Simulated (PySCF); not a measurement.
# Radial density of Te⁺ (tellurium, charge +1)

UHF, [Kr] 4d10 5s2 5p3, high-spin 4S determinant. All numbers are calculated (PySCF 2.14, a scalar-relativistic core potential, in aug-cc-pVTZ-PP with one added diffuse shell each of d, f type with ECP28MDF (6s5p5d3f, 67 functions)). This is the valence pseudo-density: the core potential removes the inner electrons and smooths the orbitals near the nucleus.

```tsv
r (bohr)	4πr²ρ (e/bohr)	4πr²(ρα − ρβ)
0.00219	2.468e-05	0.0000
0.00369	6.804e-05	0.0000
0.00621	0.0001796	0.0000
0.0104	0.0004278	0.0000
0.0176	0.0008585	0.0000
0.0295	0.001466	0.0000
0.0497	0.002000	0.0000
0.0836	0.003846	0.0000
0.141	0.02566	0.0002
0.236	0.3409	0.0024
0.398	5.257	0.0667
0.669	25.11	0.2367
1.13	13.12	0.0612
1.89	3.681	1.5185
3.18	1.055	0.7754
5.35	0.03556	0.0312
```

Energies and moments cover only the electrons outside the core potential.
